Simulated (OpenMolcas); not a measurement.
An atom or ion with 48 electrons was computed by MS-CASPT2, IPEA 0.25 Eh, imaginary shift 0.1 Eh with spin-orbit coupling (OpenMolcas, ANO-RCC-VTZP, DKH2). The lowest levels that the run gave, each within 12 % of the measured value where one is at hand:

```
J  Parity  E (cm-1)      g
0    even       0.0       
0     odd     74840       
1     odd     77550  1.492
2     odd     84740  1.501
1     odd    109400  1.009
0    even    175810       
1    even    181200  1.501
2    even    182180  1.206
2    even    191330  1.295
0    even    212260
```

Task: Which ion is it, and what are the configurations and terms?

Result: Te⁴⁺ (Z = 52, charge +4; active space 2 electrons in 8 orbitals (5s 5p 6s 6p)). J, parity and g give the terms where levels are pure, and mixed ones are named by the computed weights; the size of the splittings, set against known spectra of the 48-electron sequence, gives the charge. In order, with the measured energies in cm-1 (Moore, Atomic Energy Levels, vol. III, NSRDS-NBS 35 (1971 reprint of NBS Circular 467, 1958)): 5s2 1S0, 5s 5p 3P* 0, 5s 5p 3P* 1, 5s 5p 3P* 2, 5s 5p 1P* 1 (111707), 5p2 3P0 (176248), 5p2 3P1 (182419), 5p2 1D2 [59 %] (182797), 5p2 3P2 [59 %] (192592), 5p2 1S0.

CASPT2 does not keep the components of a term degenerate, so their means are used; among the terms shown or strongly mixed into the levels shown the widest spread is 29 cm-1 (5p2 1D). Over all roots computed the reference weight is 0.88 to 0.95; the roots of lowest weight are the least certain, and an intruder state may touch them. Active for correlation alone: 6p 6s; no level in the range computed is led by a configuration that fills them, so any true level of that kind is missing. The ¹D term of p² mixes with s d, which this space lacks. Computed and measured levels are paired by configuration, term and J; levels that our copy of the source lacks, or whose pairing is in doubt (as where it misses far off the trend of its configuration), stay unpaired and out of the deviations. Levels of configurations outside the active space are missing.

A share in square brackets marks a mixed level and gives the weight of the term that names it. * marks odd parity.
